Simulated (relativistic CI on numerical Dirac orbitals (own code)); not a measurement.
Hyperfine structure of Rh²³⁺, mass number 103

Method of calculation: Dirac-Coulomb-Breit CI, KLI orbitals optimised for each configuration, a model potential for QED, unscaled Slater integrals (own radial code, finite nucleus).

Configuration list (outside the closed core [Ne]): 3s²3p⁶3d⁴, 3s²3p⁵3d⁵, 3s3p⁶3d⁵, 3s²3p⁶3d³4s, 3s²3p⁶3d³4p, 3s²3p⁶3d³4d, 3s²3p⁶3d³4f, 3s²3p⁵3d⁴4s, 3s²3p⁶3d²4s4p, 3s3p⁶3d⁴4s, 3s²3p⁶3d³5s, 3p⁶3d⁶, 3p⁵3d⁷, 3s²3p⁶3d²4s², 3s²3p⁶3d4s²4p, 3s²3p⁶3d4s²4d, 3s²3p⁶3d4s²4f, 3s²3p⁶3d²4p², 3s²3p⁶3d4s4p², 3s²3p⁶3d4p³, 3s²3p⁶3d4p²4d, 3s²3p⁶3d4p²4f. Double excitations out of closed p, d and f shells are left out; levels of such configurations are missing from the list, as are those of other unlisted configurations, and high levels can miss mixing partners. These lack a partner that the ground configuration has and come out too high: 3s²3p⁵3d⁴4s.

Nuclear spin I = 1/2, μ = -0.08829 μN (tables of Stone and Pyykkö). The electronic factors are computed for point nuclear moments, without core polarisation or the Bohr-Weisskopf and QED corrections.

| Level | E (eV) | A (MHz) |
| --- | --- | --- |
| 3s²3p⁶3d⁴ ⁵D1 | 2.2056 | -197.5 |
| 3s²3p⁶3d⁴ ⁵D2 | 4.2352 | -620.3 |
| 3s²3p⁶3d⁴ ⁵D3 | 5.9025 | -951.9 |
| 3s²3p⁶3d⁴ ⁵D4 | 7.1035 | -1245 |
| 3s²3p⁶3d⁴ ³H4 | 12.2688 | -1644 |
| 3s²3p⁶3d⁴ ³G3 | 14.8735 | -1707 |
| 3s²3p⁶3d⁴ ³H5 | 15.1737 | -1548 |
| 3s²3p⁶3d⁴ ³F2 | 15.5290 | -1652 |

Levels with J = 0, under 50 % of one LS term, or S terms without an open s electron are left out. Small factors come from cancelling terms and can be off by tens of per cent or more.

At this charge energies of transitions that change n are usually good to better than 1 %, and those within a shell (Δn = 0) to a few per cent. Terms inside the open d or f shell come out 10 to 20 % too wide with unscaled integrals.

Q: Give the hyperfine levels of 3s²3p⁶3d⁴ ⁵D2 relative to its centre of gravity.

A: With K = F(F + 1) − I(I + 1) − J(J + 1), E = AK/2: F = 3/2: 930.5, F = 5/2: -620.3 MHz.

LS names give the leading component of a level, which can be under half, so a name can repeat, a term be missing and a line seem to break the LS rules.
